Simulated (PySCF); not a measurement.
SMILES BCCl (CH4BCl), CAM-B3LYP/def2-SVP optimised geometry.

```
7

B      0.85    -0.26     0.00
C     -0.70    -0.26     0.00
Cl    -1.51     1.34     0.00
H      1.51     0.75     0.00
H      1.40    -1.34     0.00
H     -1.06    -0.83    -0.87
H     -1.06    -0.83     0.87
```

Density from PySCF with CAM-B3LYP/def2-TZVP at that geometry.

Minimum of the electron density along straight lines between bonded atoms, close to the bond critical point (lines longer than 1.1 times the sum of covalent radii, or with two minima, are not listed):

```
bond    length / Å  ρ at the minimum / e bohr⁻³  ∇²ρ there / e bohr⁻⁵  position (fraction from the first atom)
------  ----------  ---------------------------  --------------------  ---------------------------------------
B1–C2        1.555                        0.194                 -0.28                                     0.33
C2–Cl3       1.792                        0.181                   ___                                     0.42
B1–H4        1.203                        0.187                   ___                                     0.44
B1–H5        1.208                        0.184                   ___                                     0.44
C2–H6        1.104                        0.270                 -0.91                                     0.65
C2–H7        1.104                        0.270                 -0.91                                     0.65
```

**Question.** Complete the blanks.

**Answer.** 
- C2–Cl3, ∇²ρ there / e bohr⁻⁵: -0.25
- B1–H4, ∇²ρ there / e bohr⁻⁵: -0.46
- B1–H5, ∇²ρ there / e bohr⁻⁵: -0.43
